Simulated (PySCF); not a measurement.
Sn(H)2(Br)(OH) (BrH₃OSn), SMILES [OH][SnH2][Br].

Coordinates come from a r2SCAN-D4/def2-SVP optimisation. The def2 effective core potentials stand for the cores of Sn; spin–orbit coupling is left out. One conformer was computed; it need not be the lowest.

Calculation: C-PCM-B3LYP/def2-SVP in PySCF.

The values are the electrostatic part of the solvation free energy, E(continuum) − E(gas) at the gas-phase geometry, in a cavity of scaled van der Waals radii (PySCF's table); cavitation and dispersion terms are not included. A continuum can't describe solvent molecules that bind to the metal. In vacuum the orbital gap is 6.54 eV. The dipole moment in vacuum is 1.83 D.

| solvent | ε | ΔG(elec) (kcal/mol) | dipole (D) | gap (eV) |
|---|---|---|---|---|
| water | 78.36 | -5.6 | 2.47 | 6.76 |
| dichloromethane | 8.93 | -5.0 | 2.39 | 6.73 |
| benzene | 2.27 | -3.0 | 2.15 | 6.66 |
